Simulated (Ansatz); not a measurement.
Reaction (ligand exchange at the Al–I bond): `[CH3][Al]([F])[I]` + CH₃NH₂ → `C[NH][Al]([CH3])[F]` + HI

Computed with Ansatz on PBE0-D4/def2-TZVP structures; ΔE is electronic, products minus reactants. CBS: MP2 limit from def2 TZ/QZ plus the TZ coupled-cluster correction, frozen cores. Elements past krypton have def2 core potentials. For I outer-core shells are correlated without core-valence functions, which leaves a few kJ/mol of doubt a bond. Each species was taken in one conformer, which may not be the lowest.

```
              species  CCSD(T)/CBS(def2) energy (Eh)
  `[CH3][Al]([F])[I]`                     -679.26033
               CH₃NH₂                      -95.75281
`C[NH][Al]([CH3])[F]`                     -476.95256
                   HI                     -298.03592
```

(1) Work out ΔE.

Largest T1 diagnostic among the species: 0.011.

Results:

(1) ΔE = (-476.95256) + (-298.03592) − (-679.26033) − (-95.75281) = 0.02466 Eh = +64.7 kJ/mol.

Leaving LDA and LC-ωPBE aside and taking each functional with its dispersion term where it has one, the values, not all of them listed here, spread over 17.7 kJ/mol, from BLYP-D4 to PBE-QIDH. LDA lies −9.9 kJ/mol from PBE without D4. At CCSD(T), def2-SVP lies −11.7 kJ/mol from the extrapolated value and def2-TZVPP −6.9 kJ/mol.
